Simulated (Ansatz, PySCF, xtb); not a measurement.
Complex: H2O (SMILES O) (first 3 atoms) with CH3F (SMILES CF); geometry from B3LYP-D3(BJ)/def2-TZVP, rigid monomers moved along the line of their centres of mass till H2···F5 is 2.80 Å.
(charge 0, multiplicity 1):
```json
[
 {"atom": "O", "x (Å)": "0.0004", "y (Å)": "0.4835", "z (Å)": "-0.1392"},
 {"atom": "H", "x (Å)": "0.2093", "y (Å)": "-0.1354", "z (Å)": "0.5728"},
 {"atom": "H", "x (Å)": "-0.4386", "y (Å)": "-0.0408", "z (Å)": "-0.8158"},
 {"atom": "C", "x (Å)": "-0.2121", "y (Å)": "0.4695", "z (Å)": "3.9278"},
 {"atom": "F", "x (Å)": "0.2461", "y (Å)": "-0.7051", "z (Å)": "3.3128"},
 {"atom": "H", "x (Å)": "-0.5179", "y (Å)": "1.1638", "z (Å)": "3.1469"},
 {"atom": "H", "x (Å)": "-1.0540", "y (Å)": "0.2098", "z (Å)": "4.5686"},
 {"atom": "H", "x (Å)": "0.6045", "y (Å)": "0.8844", "z (Å)": "4.5173"}
]
```

Interaction energies are E(AB) − E(A) − E(B) at the monomers' geometry in the complex; basis-set methods are counterpoise corrected. Rows marked so take none.

Correlated levels freeze the cores. Rows in 3-21G, 6-31G*, STO-3G carry no dispersion term and start afresh at each structure (6-31G* with six Cartesian d functions).

Codes used: Ansatz (an electronic-structure program) with Gaussian orbitals; PySCF for 3-21G rows, 6-31G* rows, STO-3G rows, the dispersion terms; xtb for the GFN methods. Values without a source in brackets are computed.

| level | interaction energy (kJ/mol) |
|---|---|
| GFN2-xTB | -9.1 |
| HF/STO-3G (no counterpoise) | -3.4 |
| HF/6-31G* | -8.1 |
| PBE/def2-TZVPPD | -7.9 |
| B3LYP/3-21G (no counterpoise) | [?] |
| B3LYP-D3(BJ)/def2-TZVPPD | -8.7 |
| PBE0/def2-TZVPPD | -7.9 |
| PBE0-D4/def2-TZVPPD | -9.1 |
| CCSD/aug-cc-pVDZ | -8.4 |

Q: What belongs in the gaps?

A: 
- B3LYP/3-21G (no counterpoise), interaction energy (kJ/mol): -13.0
